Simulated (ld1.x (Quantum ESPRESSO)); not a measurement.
## selenium: excitation energies, all-electron against RRKJ

| Property | Result |
| --- | --- |
| Element | Se |
| Generator | ld1.x (Quantum ESPRESSO) 7.5 |
| Type | norm-conserving RRKJ (Kleinman–Bylander form) |
| Functional | Wu–Cohen |
| Relativity | fully relativistic |
| Frozen core | [Ar] |
| Valence charge | 16 |
| Reference configuration | 3d10 4s2 4p3.5 (charge +0.5) |
| Partial waves | 4s (bound): rc 1.45 bohr; 4p (bound): rc 2.22 bohr; 3d (bound): rc 1.15 bohr |
| Local potential | the d channel |
| Core correction | a·sin(br)/r model core inside 0.80 bohr |
| rho0 | 0.01 |

Open shells are filled in proportion to 2j + 1 (rel_dist='average').

Energies are relative to the spin-unpolarised reference configuration 3d10 4s2 4p3.5; without spin polarisation the order of configurations can differ from experiment. The d channel is local and has no spin–orbit splitting in the pseudo-atom.

```
valence configuration  charge  ΔE all-electron (eV)  error AE − PS (meV)
         3d10 4s2 4p4       0                -4.314                 +0.3
         3d10 4s2 4p3      +1                 6.548                 +0.5
         3d10 4s2 4p2      +2                26.949                 +7.1
         3d10 4s2 4p1      +3                57.911                  +27
       3d10 4s2 4p4.3    -0.3                -5.907                 +0.7
         3d10 4s0 4p6       0                17.699                 -5.7
```

Question: What are ΔE and the potential's error for 3d10 4s1 4p4?

Answer: ΔE = 18.109 eV all-electron; the error (AE − PS) is -0.3 meV.

Note: ghost states, extra bound levels that the all-electron valence spectrum of the same l lacks: s at -455.5 eV, p3/2 at -158.7 eV, p1/2 at -145.9 eV. A true bound ghost makes a file unfit for plane-wave use. The potential misses its own reference levels by up to 0.5 eV.
